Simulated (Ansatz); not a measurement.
Consider the redistribution: `N[Si](F)(F)F` + `[NH2][GeH2][SiH](N)O` → `N[SiH](O)[Si](N)(F)F` + `[NH2][GeH2][F]`.

Calculated with Ansatz (gas phase, PBE0-D4/def2-TZVP geometries, no zero-point term in ΔE). CBS: MP2 limit from def2 TZ/QZ plus the TZ coupled-cluster correction, frozen cores. This one scheme is used for every species. For Ge outer-core shells are correlated without core-valence functions, which leaves a few kJ/mol of doubt a bond. Scalar relativity is left out up to krypton. Each species was taken in one conformer, which may not be the lowest.

`N[Si](F)(F)F`:

Cartesian coordinates in Å:
```
N 0.694 -0.706 -0.356
Si -0.443 0.373 0.228
F -0.104 1.902 0.035
F -0.618 0.167 1.779
F -1.814 0.142 -0.510
H 1.532 -0.928 0.153
H 0.751 -0.950 -1.329
```

`[NH2][GeH2][SiH](N)O`:

```xyz
13

N     1.276    1.569   -1.477
Ge    1.269    0.625    0.112
Si   -0.946   -0.181    0.411
N    -0.953   -1.478    1.521
O    -1.375   -0.532   -1.151
H     2.196    1.798   -1.826
H     0.768    1.082   -2.205
H     2.272   -0.564    0.131
H     1.724    1.595    1.219
H    -1.912    0.797    0.984
H    -0.302   -2.243    1.477
H    -1.735   -1.673    2.123
H    -2.282   -0.796   -1.319
```

`N[SiH](O)[Si](N)(F)F`:

Cartesian coordinates in Å:
```
N -1.701 -1.460 -0.244
Si -0.975 -0.201 0.643
O -0.116 -0.615 1.998
Si 0.496 0.813 -0.874
N 1.995 1.090 -0.134
F 0.760 -0.140 -2.134
F -0.135 2.121 -1.543
H -2.515 -1.966 0.061
H -1.258 -1.883 -1.042
H -2.023 0.688 1.193
H 0.638 -1.194 1.870
H 2.805 1.418 -0.636
H 2.031 1.331 0.843
```

`[NH2][GeH2][F]`:

```xyz
7

N    -1.109    0.315   -0.073
Ge    0.589   -0.202    0.288
F     1.563   -0.269   -1.166
H    -1.225    1.258   -0.415
H    -1.659   -0.320   -0.632
H     0.578   -1.634    0.828
H     1.262    0.852    1.171
```

| level | ΔE (kJ/mol) |
| --- | --- |
| HF/def2-TZVPP | 102.7 |
| MP2/def2-TZVPP | 103.8 |
| SCS-MP2/def2-TZVPP | 99.8 |
| SCS-MP2/def2-QZVPP | 99.9 |

Question: What does CCSD(T)/CBS give? (An estimate is asked.)

Answer: Computed: +102.6 kJ/mol. The listed levels differ from it by 0.1, 1.2, -2.8, -2.7 kJ/mol.

Largest T1 diagnostic among the species: 0.012.

From PBE to PBE0 (25 % exact exchange), in def2-TZVPP and without D4, ΔE moves by +10.1 kJ/mol.
